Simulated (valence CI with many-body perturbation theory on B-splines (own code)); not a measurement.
Basis-set convergence for Zr⁺

Computed by valence CI with perturbative core correlation (CI+MBPT): three valence electrons over a frozen Dirac-Fock core [Kr], radial functions for each j: 7 s, 7 p, 8 d, 6 f, 4 g, 1 h, with the one-electron correlation potential Σ1, the two-electron term Σ2, the three-electron term Σ3, Breit, model QED; selected CI, second order for the rest, scaled by the run's own slope (own B-spline code, finite nucleus).

Against 13 measured levels this calculation errs by 192 cm⁻¹ on average and by 513 at most. These come from a selection out of the NIST Handbook of Basic Atomic Spectroscopic Data. Levels without a partner in it may be off by more, other configurations by 1,000 to 4,000 cm⁻¹. Only levels of the ground parity were solved; by the run's estimate the other parity begins above the list, which can be wrong where configurations are misplaced.

The reference run has the lowest level 4d²5s ⁴F_3/2 and an ionisation energy of 12.9216 eV. Its largest variational space holds 15258 state functions.

Names give the largest LS component (configuration and term), which can be under half, so a name can repeat, a term be missing and a line seem to break the LS rules; names also repeat where a configuration has a term twice.

Changed runs:
A. basis 6 s, 6 p, 5 d, 5 f, 1 g
B. basis 5 s, 5 p, 4 d, 4 f

Excitation energies of the reference run in cm⁻¹, and shifts in cm⁻¹:

```csv
Level,Reference,A,B
4d²5s ⁴F_5/2,313,-1.3,-1.1
4d²5s ⁴F_7/2,759,-2.9,-2.6
4d²5s ⁴F_9/2,1317,-4.0,-2.9
4d³ ⁴F_3/2,2077,+216,+183
4d³ ⁴F_5/2,2388,+213,+181
4d³ ⁴F_7/2,2786,+211,+179
4d³ ⁴F_9/2,3246,+210,+180
4d²5s ²D_3/2,4429,+128,+152
4d²5s ²D_5/2,4700,+116,+164
4d³ ²P_1/2,5753,+231,+237
4d²5s ²F_5/2,5765,+67,+204
4d³ ²P_3/2,6147,+220,+228
Ionisation energy (eV),12.9216,-0.0151,-0.0316
```
